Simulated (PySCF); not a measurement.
## Unknowns

PySCF 2.14.0 with density-fitted response routines calculation with spin–spin couplings from B3LYP/pcJ-1 (spin–dipole term left out of most H,H and C,H couplings), GIAO PBE0/pcSseg-1 shieldings and PBE0-D3(BJ)/def2-SVP geometry; equivalent nuclei averaged, no relativistic terms, one conformer, in vacuum.

Shifts are taken against calculated references (same method and geometry level): TMS for $^{1}$H (σref 31.27), $^{13}$C (σref 184.41). Multiplet labels drop J under 1 Hz and among equivalent protons, and merge close values. Unscaled 3J(H,H) run several per cent high. Couplings to H on boron are left out. Carbons bonded to boron are broad in practice. Shifts are as computed. Against solution values, carbons near 30 ppm lie about +2 ppm off and those near 130 ppm about +5 ppm. Of 1313 compounds with measured shifts, 239 miss one by over three times the rms of a fit or turn the order of signals round; such compounds aren't used in these exercises. OH and NH positions are gas-phase values without hydrogen bonding to other molecules.

Question: C$_{9}$H$_{7}$BF$_{2}$. $^{1}$H NMR (400 MHz, computed): δ 8.09 (m, 1H), 7.80 (t, J = 2.6 Hz, 1H), 7.60 (m, 1H), 7.51 (m, 1H), 7.39 (m, 1H), 3.58 (dd, J = 2.6, 1.1 Hz, 2H). $^{13}$C{$^{1}$H} NMR (computed): δ 167.6 (CH, t, J = 10.1 Hz), 149.6 (C, t, J = 2.0 Hz), 148.1 (C), 139.5 (C, t, J = 38.0 Hz), 132.6 (CH), 131.1 (CH), 128.8 (CH), 128.4 (CH), 44.0 (CH2). Give a structure.

Answer: `FB(F)C1=CCc2ccccc21`. 9 carbon signals for 9 carbons: no two carbons are equivalent. Carbon types of the structure: 3 × C, 5 × CH, 1 × CH2, which accounts for all hydrogens. δC 167.6: alkene CH. δC 149.6, 148.1: substituted aromatic carbon. δC 139.5: fully substituted alkene carbon; an sp2 carbon of a C=C bond. δC 132.6, 131.1, 128.8, 128.4: aromatic CH; the aromatic region.

The data come from this structure; uniqueness wasn't tested.

Question: C$_{2}$H$_{10}$B$_{3}$N$_{3}$. $^{1}$H NMR (300 MHz, computed): δ 5.64 (br s, 2H), 4.84 (br, 2H), 4.72 (br, 1H), 3.32 (q, J = 8.0 Hz, 2H), 1.13 (t, J = 8.0 Hz, 3H). $^{13}$C{$^{1}$H} NMR (computed): δ 49.5 (CH2), 23.6 (CH3). Identify the compound.

Answer: `InChI=1S/C2H10B3N3/c1-2-8-4-6-3-7-5-8/h3-7H,2H2,1H3`. 2 carbon signals for 2 carbons: no two carbons are equivalent. Carbon types of the structure: 1 × CH2, 1 × CH3, leaving 5 H on heteroatoms. δC 49.5: sp3 CH2 bonded to N; the inductive effect lowers its shielding. δC 23.6: methyl carbon; aliphatic region, no heteroatom directly attached. δH 5.64: hydrogen on a nitrogen bonded to 2 B, in a 6-membered ring; labile proton, position sensitive to the medium. δH 3.32: hydrogen on an sp3 CH2 bonded to N; its carbon carries N, hence the downfield position. The protons at 1.13 and 3.32 share a coupling of 8.0 Hz (vicinal).

The data come from this structure; uniqueness wasn't tested.
